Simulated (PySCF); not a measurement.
C₃H₆BrClSi₂.
Numbering: `[CH:1]#[C:2][Si@H:3]([Cl:4])[CH2:5][SiH2:6][Br:7]` (hydrogens: H8 on C1; H9 on Si3; H10, H11 on C5; H12, H13 on Si6)

Geometry (GFN2-xTB, Å), atoms numbered from 1 in this order:
```xyz
13
C3H6BrClSi2 angstrom
C     -3.1863    0.7663    1.3009
C     -2.3367    0.3374    0.5661
Si    -1.0168   -0.3348   -0.5398
Cl    -0.9893   -2.3570   -0.3803
C      0.6621    0.3541    0.0344
Si     2.1621   -0.3768   -0.8580
Br     3.9567    0.7252   -0.1384
H     -3.9315    1.1448    1.9404
H     -1.2963    0.0195   -1.9309
H      0.7733    0.1823    1.1076
H      0.6560    1.4379   -0.0944
H      2.4165   -1.7671   -0.5174
H      2.1258   -0.1312   -2.2937
```

The calculation used TDDFT CAM-B3LYP/def2-SVPD, vertical, gas phase, core orbitals frozen in the response (PySCF 2.14.0, density-fitted response routines). Relativistic effects, spin–orbit coupling among them, are left out although an element past zinc is present.

Ground-to-excited transition dipoles (e·a0, same axes as the geometry; the sign carries no meaning), for the states with f of 0.002 or more among the lowest 8:

```csv
state,E (hartree),μx,μy,μz
S2,0.2315,-0.059,-0.102,-0.025
S3,0.2334,-0.164,0.014,0.012
S4,0.2487,-0.391,0.193,0.195
S5,0.2499,0.035,0.159,-0.255
S6,0.2750,-0.188,-0.112,0.069
S7,0.2805,-0.774,0.086,0.208
S8,0.2846,-0.063,-0.110,0.138
```

(1) What oscillator strength does each state have?

(2) Which bond between heavy atoms lies closest to the direction of the S7 transition dipole?

(3) What angle do the transition dipoles of S4 and S7 make?

(4) How is the summed strength of these states shared among x, y and z?

(5) What peak molar absorption coefficient would the strongest computed level give as a lone Gaussian band 0.3 eV wide at half height?

Results:

(1) f = (2/3) ΔE |μ|² with ΔE in hartree (27.2114 eV).

```json
{"state": "S2", "|μ|² (au)": "0.014", "|μ| (D)": "0.31", "f": "0.002"}
{"state": "S3", "|μ|² (au)": "0.027", "|μ| (D)": "0.42", "f": "0.004"}
{"state": "S4", "|μ|² (au)": "0.228", "|μ| (D)": "1.21", "f": "0.038"}
{"state": "S5", "|μ|² (au)": "0.091", "|μ| (D)": "0.77", "f": "0.015"}
{"state": "S6", "|μ|² (au)": "0.053", "|μ| (D)": "0.58", "f": "0.010"}
{"state": "S7", "|μ|² (au)": "0.650", "|μ| (D)": "2.05", "f": "0.122"}
{"state": "S8", "|μ|² (au)": "0.035", "|μ| (D)": "0.48", "f": "0.007"}
```

(2) C5–Si6, at 22° from it; next C2–Si3 and C1–C2 at 29°.

(3) |cos θ| = |μa·μb| / (|μa| |μb|) = 0.93, so θ ≈ 21° (taken between 0 and 90°, since the signs are arbitrary).

(4) (2/3) Σ ΔE μα² gives 0.150 for x, 0.018 for y and 0.030 for z, 0.197 in all.

(5) ε(max) = 2.175×10⁸ f / FWHM, with the width in cm⁻¹. S7: 2.175×10⁸ × 0.1216 / 2420 ≈ 11000 L mol⁻¹ cm⁻¹.

Hardware: an Arm Neoverse V1 with one thread, shared host. Cost: 58 s of wall time, 0.98 GiB resident at most.

One conformer stands for the species.
